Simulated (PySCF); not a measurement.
Point-charge models of `CS[Si@@H](O[SiH3])c1ccco1` against its computed dipole.

Coordinates (GFN2-xTB, Å) and charges (e) from the PBE0/pcSseg-1 density (PySCF):

| atom | x | y | z | Mulliken | IAO | Hirshfeld | ESP-fitted |
| --- | --- | --- | --- | --- | --- | --- | --- |
| C1 | -3.155 | -1.289 | -0.220 | -0.3967 | -0.4914 | -0.1133 | -0.2743 |
| S2 | -1.431 | -1.871 | -0.166 | -0.3493 | -0.2095 | -0.1068 | -0.2721 |
| Si3 | -0.455 | -0.086 | -0.834 | +1.0191 | +1.0656 | +0.3768 | +0.1595 |
| O4 | -1.076 | 1.174 | -0.036 | -0.7257 | -0.8880 | -0.2997 | -0.3036 |
| Si5 | -1.282 | 2.232 | 1.184 | +0.7257 | +0.8850 | +0.3959 | +0.5977 |
| C6 | 1.355 | -0.318 | -0.475 | -0.1046 | -0.1637 | -0.0563 | +0.1593 |
| C7 | 2.099 | -1.379 | -0.033 | -0.1241 | -0.1909 | -0.0769 | -0.2198 |
| C8 | 3.437 | -0.936 | 0.033 | -0.1595 | -0.2245 | -0.0864 | -0.2456 |
| C9 | 3.416 | 0.363 | -0.377 | +0.1660 | +0.0149 | +0.0156 | -0.0889 |
| O10 | 2.170 | 0.743 | -0.687 | -0.3730 | -0.2219 | -0.0580 | -0.1165 |
| H11 | -3.449 | -1.123 | -1.251 | +0.1550 | +0.1576 | +0.0469 | +0.1378 |
| H12 | -3.767 | -2.068 | 0.221 | +0.1605 | +0.1717 | +0.0535 | +0.1675 |
| H13 | -3.241 | -0.372 | 0.353 | +0.1630 | +0.1557 | +0.0428 | +0.1104 |
| H14 | -0.787 | 0.199 | -2.224 | -0.1090 | -0.1505 | -0.0827 | -0.0035 |
| H15 | -0.862 | 1.601 | 2.433 | -0.1119 | -0.1444 | -0.0773 | -0.1129 |
| H16 | -0.465 | 3.393 | 0.844 | -0.1124 | -0.1394 | -0.0763 | -0.1251 |
| H17 | -2.719 | 2.503 | 1.159 | -0.1243 | -0.1430 | -0.0796 | -0.1298 |
| H18 | 1.718 | -2.349 | 0.215 | +0.1001 | +0.1728 | +0.0564 | +0.1910 |
| H19 | 4.293 | -1.500 | 0.342 | +0.0944 | +0.1697 | +0.0595 | +0.1890 |
| H20 | 4.195 | 1.093 | -0.482 | +0.1066 | +0.1743 | +0.0659 | +0.1800 |

Compute μ = Σ q r for each scheme (1 e·Å = 4.803 D) and compare with the dipole of the full density.

The full density gives (0.28, 0.87, 0.65) D, 1.12 D in size; dipole vectors point from the negative to the positive end.

```tsv
scheme	μx	μy	μz	size (D)	share of the full size (%)	angle to the full dipole (°)
Mulliken	-0.60	1.26	0.27	1.42	127	46
IAO	0.58	0.39	0.79	1.05	94	31
Hirshfeld	0.27	0.41	0.37	0.61	55	13
ESP-fitted	0.18	0.87	0.61	1.08	97	5
```

Which set comes closest?

Length of the difference vector: ESP-fitted 0.10 D, Hirshfeld 0.54 D, IAO 0.58 D, Mulliken 1.03 D. Closest: ESP-fitted. ESP charges are fitted to the potential around the molecule, whose slowest-falling term is the dipole's. The schemes that divide the density aren't constrained to reproduce the dipole.

What is left for the Hirshfeld atoms' own dipoles?

The Hirshfeld atoms' densities add up to the full density, so μ = Σ q r + Σ (atomic dipoles). The atomic dipoles sum to (0.28, 0.87, 0.65) − (0.27, 0.41, 0.37) = (0.01, 0.46, 0.28) D, 0.54 D in size.

With the origin at the mean of the coordinates, (0.000, 0.001, 0.000) Å, which are the largest single terms, by size, of the Mulliken dipole along the direction of the full one?

Si5 +7.33, C1 +3.64, Si3 -3.25, S2 +3.19, O4 -2.17 D; all 20 atoms together +0.98 D. The single terms depend on the origin, their sum doesn't.

Give the size of the full dipole in other units.

1.12 D = 0.440 au = 0.233 e·Å = 3.73 × 10⁻³⁰ C·m.

Geometry: GFN2-xTB, one conformer, isolated molecule.

Shape of the structure used: `[CH3:1][S:2][Si@@H:3]([O:4][SiH3:5])[c:6]1[cH:7][cH:8][cH:9][o:10]1`: C1–S2–Si3–O4 46°, S2–Si3–O4–Si5 83°, S2–Si3–C6–C7 7°.
